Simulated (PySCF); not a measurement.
**BeS⁻: from constants to spectrum**

UHF-CCSD(T) constants of BeS⁻, ²Σ⁺ (doublet), unpaired electrons σ ↑ (Be aug-cc-pVDZ-DK, S aug-cc-pVDZ-DK; spin-free X2C with a Gaussian nucleus (PySCF 2.14); masses 9.0122 and 31.9721 u):

* ωe: 866.0 cm⁻¹
* ωexe: 5.06 cm⁻¹
* Be: 0.70818 cm⁻¹
* αe: 0.00592 cm⁻¹

Question: What force constant and bond length do these constants imply?

Answer: Reduced mass μred = 7.0305 u; k = 5.8918×10⁻⁷·μred·ωe² (u, cm⁻¹, mdyn/Å) = 3.11 mdyn/Å; Re = √(16.8576/(μred·Be)) (u, cm⁻¹, Å) = 1.840 Å.

Question: Estimate the centrifugal constant D from the Kratzer relation and find the Dunham coefficient a1.

Answer: D = 4Be³/ωe² = 1.89e-06 cm⁻¹; a1 = −1 − αeωe/(6Be²) = -2.70.

Correlated steps freeze 5 core orbitals. The state was picked by a PBE0 search and need not be the measured ground state.
